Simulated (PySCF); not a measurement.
# One molecule, several mistakes: Al2BCH3

Calculated results; nothing here was measured. They come from PySCF 2.14.0, an open-source quantum chemistry program, on an isolated molecule that a program drew, which may never have been made. The molecule is Al2BCH3 (charge 0, singlet), drawn as the SMILES string `[Al][B]=[CH][AlH2]`.

Each row is a Hartree-Fock (HF) and frozen-core CCSD(T) single point in the cc-pV(D+d)Z basis, meant for a local HF minimum. Run 1 is clean. Each other run has one planted mistake out of seven kinds, and not every kind appears here: one electron removed, one electron added, multiplicity raised by two, geometry at a saddle point, minimal basis STO-3G, one bond length entered in bohr, all coordinates scaled. The reference is restricted for singlets and unrestricted otherwise, and also for a bond in bohr. Adding or removing an electron swaps singlet and doublet. Electrons count all cores. HOMO and LUMO are orbital energies over both spins, the gradient is its largest component, and the lowest frequency (negative if imaginary) is given only where the gradient is small. Bond lengths are over the 6 bonds as drawn. T1 is the CCSD diagnostic: over 0.02 (restricted) or 0.045 (unrestricted) a single reference is doubtful.

Geometry of the clean run:
```xyz
7
Al2BCH3, angstrom
Al   -1.7248    2.2112    0.5570
B    -1.5503   -0.0061    0.3454
C    -1.1760   -1.3243    0.1521
Al    0.6969   -1.1883   -0.3064
H    -1.6682   -2.2862    0.2025
H     1.3676    0.2527   -0.3652
H     1.5707   -2.4667   -0.6219
```

| run | electrons | basis functions | <S^2> | HOMO (eV) | LUMO (eV) | gradient (hartree/bohr) | lowest frequency (cm^-1) | mean bond (Å) | longest bond (Å) | T1 | HF (hartree) | CCSD(T) (hartree) | mistake |
|---|---|---|---|---|---|---|---|---|---|---|---|---|---|
| 1 | 40 | 89 | 0.000 | -8.05 | 0.31 | 2.5e-05 | 49 | 1.6339 | 2.234 | 0.0177 | -548.05887 | -548.43775 | no fault |
| 2 | 40 | 89 | 2.030 | -6.76 | -0.20 | 2.9e-02 | - | 1.6339 | 2.234 | 0.0350 | -548.02203 | -548.38183 | multiplicity raised by two |
| 3 | 40 | 31 | 0.000 | -4.05 | 8.05 | 5.6e-02 | - | 1.6339 | 2.234 | 0.0157 | -541.39834 | -541.60957 | minimal basis STO-3G |
| 4 | 41 | 89 | 0.936 | -0.83 | 5.24 | 4.1e-02 | - | 1.6339 | 2.234 | 0.0481 | -548.06826 | -548.45903 | ? |

**Which mistake was planted in run 4, and what did it cost?**

It counts 41 electrons, one more than the clean run, at the same geometry and basis. So the mistake is: one electron added. Subtracting run 1 and multiplying by 627.51 kcal/mol a hartree, the energy moved by -5.9 kcal/mol in HF and -13.4 kcal/mol in CCSD(T).

Cautions from the logs. Run 4: T1 is over the limit, so its CCSD(T) energy is less reliable.
